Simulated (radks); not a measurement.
Isoelectronic series with 4 electrons, each ion in its NIST ground configuration. Method: Dirac Kohn-Sham, BLYP, spin-unpolarised, spherical densities, point nucleus; computed with a radial shooting solver on a logarithmic mesh with Libxc functionals. Total energies (hartree) and orbital eigenvalues (hartree):

ion	configuration	E (hartree)	2s1/2	1s1/2
Be	[He] 2s2	-14.66446	-0.20095	-3.91687
C2+	[He] 2s2	-36.53124	-1.48101	-11.36299
O4+	[He] 2s2	-68.42867	-3.77382	-22.83371
Ne6+	[He] 2s2	-110.37487	-7.07319	-38.32431
Mg8+	[He] 2s2	-162.39843	-11.38054	-57.84280
Si10+	[He] 2s2	-224.53525	-16.69918	-81.40140
S12+	[He] 2s2	-296.82838	-23.03357	-109.0155
Ar14+	[He] 2s2	-379.32807	-30.38910	-140.7033
